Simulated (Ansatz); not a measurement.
Consider the ligand exchange at the Si–C bond: `C[SiH](C)CCl` + `Cl[SiH2][NH][GeH3]` → `C[SiH](C)[N]([GeH3])[SiH2]Cl` + `CCl`.

Gas-phase electronic energies from Ansatz, PBE0-D4/def2-TZVP geometries. CBS: MP2 limit from def2 TZ/QZ plus the TZ coupled-cluster correction, frozen cores. This one scheme is used for every species. DFT in def2-TZVPP. B3LYP here is the variant with VWN-RPA as its local correlation; programs differ in this. For Ge outer-core shells are correlated without core-valence functions, which leaves a few kJ/mol of doubt a bond. Scalar relativity is left out up to krypton. One conformer a species, not always the lowest.

```
             level  ΔE (kJ/mol)  difference from CCSD(T)/CBS
            PBE-D4        -65.4                          8.7
         r2SCAN-D4        -70.1                          4.0
           PBE0-D4        -69.4                          4.7
          B3LYP-D4        -73.7                          0.4
           ωB97X-V        -70.1                          4.0
            B2PLYP        -66.2                          7.9
               PBE        -55.0                         19.1
     HF/def2-TZVPP        -66.2                          7.9
    MP2/def2-TZVPP        -78.4                         -4.3
   CCSD/def2-TZVPP        -73.4                          0.7
CCSD(T)/def2-TZVPP        -75.1                         -1.0
     HF/def2-QZVPP        -66.8                          7.3
    MP2/def2-QZVPP        -78.0                         -3.9
      HF/CBS(def2)        -66.8                          7.3
     MP2/CBS(def2)        -77.4                         -3.3
    CCSD/CBS(def2)        -72.4                          1.7
       CCSD(T)/CBS        -74.1                            0
```

Largest T1 diagnostic among the species: 0.011.

The D4 term adds −16.3 kJ/mol with B3LYP and −9.7 kJ/mol with PBE0; it sums over pairs of atoms, weighted by their polarisabilities, and B3LYP, whose exchange is more repulsive, gets the larger term. In def2-TZVPP, CCSD(T) changes the Hartree–Fock value by −8.9 kJ/mol (the triples alone add −1.7 kJ/mol) and MP2 by −12.2 kJ/mol.
